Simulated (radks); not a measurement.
Results of a calculation; reference values are marked as such.
Question: Radial electron density D(r) = 4 pi r^2 rho(r) of an atom or ion with 1 electrons. Code: a radial shooting solver on a logarithmic mesh with Libxc functionals. Model: scalar-relativistic Kohn-Sham, LDA (Slater exchange, Perdew-Wang correlation), spin-unpolarised, spherical densities, point nucleus.

```
   r/bohr * D(r) (the largest magnitude, 19.7, reaches the edge; | marks zero)
 0.002031 | *
   0.0022 |  *
 0.002365 |  *
 0.002541 |  *
 0.002753 |   *
 0.002958 |   *
 0.003205 |    *
 0.003444 |     *
 0.003731 |     *
 0.004009 |      *
 0.004309 |       *
 0.004668 |        *
 0.005016 |         *
 0.005434 |           *
 0.005839 |            *
 0.006326 |              *
 0.006798 |               *
 0.007306 |                 *
 0.007914 |                   *
 0.008505 |                     *
 0.009213 |                        *
 0.009901 |                          *
  0.01073 |                             *
  0.01153 |                               *
  0.01239 |                                  *
  0.01342 |                                     *
  0.01442 |                                        *
  0.01562 |                                          *
  0.01679 |                                             *
  0.01819 |                                               *
  0.01954 |                                                 *
    0.021 |                                                   *
  0.02275 |                                                     *
  0.02445 |                                                      *
  0.02649 |                                                      *
  0.02846 |                                                      *
  0.03083 |                                                     *
  0.03314 |                                                    *
  0.03561 |                                                  *
  0.03858 |                                               *
  0.04146 |                                            *
  0.04491 |                                        *
  0.04826 |                                    *
  0.05228 |                               *
  0.05618 |                           *
  0.06038 |                       *
  0.06541 |                  *
  0.07029 |               *
  0.07614 |           *
  0.08183 |        *
  0.08864 |      *
  0.09526 |    *
   0.1024 |  *
   0.1109 | *
   0.1192 |*
   0.1291 |*
   0.1387 *
   0.1503 *
   0.1615 *
```

What is the nuclear charge?

Answer: Z = 36. The innermost maximum, from 1s, lies near gamma/Z bohr with gamma = sqrt(1 - (Z/c)^2) = 0.965, here 0.0268 bohr (found: 0.0269), and its height grows with Z. The density is that of the krypton ion Kr35+ in 1s1; the configuration itself is not fixed sharply by these data, and Z only to about a unit. D(r) has 1 maximum, at r = 0.0269 bohr.
